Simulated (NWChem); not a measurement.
System: Si$_{2}$H$_{5}$Cl; SMILES Cl[SiH2][SiH3]

NWChem input:

```
start job
memory heap 200 mb stack 900 mb global 1100 mb
geometry units angstroms noautoz
  Si     0.368011    -1.843559     0.001694
  Si    -0.831481     0.169716     0.002645
  Cl     0.545463     1.729074    -0.003552
  H     -0.578184    -3.002152     0.006008
  H      1.224549    -1.910718    -1.220046
  H      1.231804    -1.907568     1.218483
  H     -1.686627     0.303445     1.218344
  H     -1.693913     0.300228    -1.208256
end
basis spherical
  * library def2-svp
end
dft
  xc m06
  iterations 150
  mulliken
end
task dft energy
```

Coordinates come from a PBE0/def2-SVP optimisation.

Problem. What results follow from this input? (M06/def2-SVP.) Quantities: energy (Ha); highest occupied level (eV); orbital gap (eV); dipole (D).

Solution. The energy (Ha) is -1041.86, the highest occupied level (eV) is -8.01 and the orbital gap (eV) comes out as 7.73. The dipole (D) is 1.43.
